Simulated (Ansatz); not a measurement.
`C[O][In]([OH])[Br]` and `COB(O)Br` differ in one element.

Ansatz, PBE0-D4/def2-TZVP geometries, multiplicity 1. Each molecule was computed in one conformer, which needn't be the lowest.

Elements past krypton have def2 core potentials. Scalar relativity is left out up to krypton.

```csv
property,`C[O][In]([OH])[Br]`
LUMO energy (ωB97M-V/def2-TZVPP) / eV,-0.34
LUMO energy (PBE0/def2-TZVPP) / eV,-2.24
HOMO energy (PBE/def2-TZVPP) / eV,-6.41
HOMO energy (B3LYP/def2-TZVPP) / eV,-7.70
HOMO–LUMO gap (PBE0/def2-TZVPP) / eV,5.70
HOMO energy (ωB97M-V/def2-TZVPP) / eV,-10.33
```

Task: Give the same properties after the change, and the shifts. (Best estimate.)

Result: The calculation gave: 
| property | `COB(O)Br` | shift |
| --- | --- | --- |
| LUMO energy (ωB97M-V/def2-TZVPP) / eV | 2.12 | 2.46 |
| LUMO energy (PBE0/def2-TZVPP) / eV | 0.74 | 2.98 |
| HOMO energy (PBE/def2-TZVPP) / eV | -7.13 | -0.72 |
| HOMO energy (B3LYP/def2-TZVPP) / eV | -8.21 | -0.51 |
| HOMO–LUMO gap (PBE0/def2-TZVPP) / eV | 9.23 | 3.53 |
| HOMO energy (ωB97M-V/def2-TZVPP) / eV | -10.75 | -0.42 |

With PBE0 the HOMO falls by 0.56 eV and the LUMO rises by 2.98 eV, so the gap widens by about 3.54 eV. PBE moves the HOMO by -0.72 eV and ωB97M-V by -0.42 eV.

B3LYP here is the variant with VWN-RPA as its local correlation; programs differ in this.

Spin–orbit coupling is left out; it splits and shifts lone-pair levels of the heavy atoms by tenths of an eV.
